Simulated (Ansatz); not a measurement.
Input (CCSDT(Q)/cc-pVDZ; Ansatz, an electronic-structure program):

Ansatz 0.2 input:
```yaml
crystal:
  periodic: [false, false, false]
  atoms:
    - {symbol: B, position_ang: [0.55132033, 0.73936684, -0.77151784]}
    - {symbol: Br, position_ang: [0.04530339, -0.49528377, 0.58237997]}
    - {symbol: C, position_ang: [-0.40172044, 1.46552969, -1.74568721]}
    - {symbol: H, position_ang: [-1.37182474, 1.70123088, -1.29750157]}
    - {symbol: H, position_ang: [-0.59230400, 0.77473074, -2.57841225]}
    - {symbol: H, position_ang: [0.03223088, 2.36895802, -2.17567277]}
basis:
  gaussian:
    orbitals: cc-pVDZ
magnetization: {spin_polarized: true, initial_magnetization: 1}
correlation: {method: ccsdt_q, electrons: outside_noble_gas}
```

Output:

```
Functional definition: HF
integrals: 0.11 GiB planned
1351 factors; integrals over basis functions are off by at most 2.3e-7 eV
mean field: 0.44 GiB planned
mean field evaluation 1: about -71745.4782 eV, gradient 1.5e1 eV
mean field evaluation 2: about -71745.5332 eV, gradient 1.5e1 eV
mean field evaluation 4: about -71747.3847 eV, gradient 2.2e0 eV
mean field evaluation 8: about -71747.4725 eV, gradient 3.0e-3 eV
mean field evaluation 16: about -71747.3170 eV, gradient 2.2e0 eV
mean field evaluation 32: about -71745.3695 eV, gradient 5.7e-2 eV
mean field evaluation 64: about -71745.3693 eV, gradient 1.5e-4 eV
mean field -71747.47251052 eV, -2636.6709825781 hartree, gradient 2.9e-6 eV, S^2 0.754413; 1 other end points of the search recorded, 0 dependent functions left out
determinant -71747.47251052 eV, -2636.6709825781 hartree, with singles and doubles -71757.10737270 eV, -2637.0250572323 hartree
determinant -71745.36929441 eV, -2636.5936908117 hartree, with singles and doubles -71755.17634183 eV, -2636.9540931567 hartree
16 core orbitals not correlated
reference -71747.47251052 eV, -2636.6709825781 hartree; 9, 8 occupied and 45, 46 virtual orbitals, 1351 factors
second order -8.66746906 eV of doubles, -0.00000000 eV of singles
coupled cluster: 2.37 GiB planned
cycle   1  -9.33846742 eV  change   -6.7e-1 eV  update   8.5e-2
cycle   2  -9.73523383 eV  change   -4.0e-1 eV  update   3.6e-2
cycle   3  -9.95424440 eV  change   -2.2e-1 eV  update   2.2e-2
cycle   4  -9.93424128 eV  change    2.0e-2 eV  update   7.8e-3
cycle   5  -9.92922264 eV  change    5.0e-3 eV  update   4.5e-3
cycle   6  -9.93268424 eV  change   -3.5e-3 eV  update   1.7e-3
cycle   7  -9.93300820 eV  change   -3.2e-4 eV  update   9.4e-4
cycle   8  -9.93295637 eV  change    5.2e-5 eV  update   4.1e-4
cycle   9  -9.93315994 eV  change   -2.0e-4 eV  update   2.1e-4
cycle  10  -9.93300727 eV  change    1.5e-4 eV  update   9.5e-5
cycle  11  -9.93308439 eV  change   -7.7e-5 eV  update   4.9e-5
cycle  12  -9.93310061 eV  change   -1.6e-5 eV  update   2.4e-5
cycle  13  -9.93310924 eV  change   -8.6e-6 eV  update   1.2e-5
cycle  14  -9.93311658 eV  change   -7.3e-6 eV  update   5.9e-6
cycle  15  -9.93311726 eV  change   -6.8e-7 eV  update   2.9e-6
cycle  16  -9.93311632 eV  change    9.4e-7 eV  update   1.7e-6
perturbative correction -0.01714674 eV, -0.0006301312 hartree
Total energy: -71757.42277359 eV, -2637.0366480012 hartree
```
